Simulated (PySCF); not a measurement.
GeH₅Si, SMILES [SiH2][GeH3], multiplicity 2.

Geometry optimised at B3LYP-D3(BJ)/def2-TZVP. The isomer is the one that the SMILES or the coordinates give; other isomers of the formula were not compared.

Level of theory: PySCF with PBE0/def2-TZVPD.

The molecule is in vacuum.

**Question.** Estimate the frontier levels, dipole moment and polarisability. (The exact figures need the calculation; the answer reports its results.)

**Answer.** 
```
Item                                                                                                            Result
---------------------------------------------------------------------------------------------  -----------------------
α spin, highest occupied and lowest empty level                                                     -6.30 and -0.10 eV
β spin, highest occupied and lowest empty level                                                     -8.42 and -2.72 eV
dipole moment                                                                                                0.003 e·Å
quadrupole, principal values (traceless, Buckingham form, about the centre of nuclear charge)   -0.38, -0.15, 0.54 D·Å
mean static polarisability                                                                       69.4 bohr³ (10.29 Å³)
polarisability, principal values                                                                60.5, 61.6, 86.3 bohr³
⟨S²⟩                                                                                           0.754 (pure state 0.75)
```
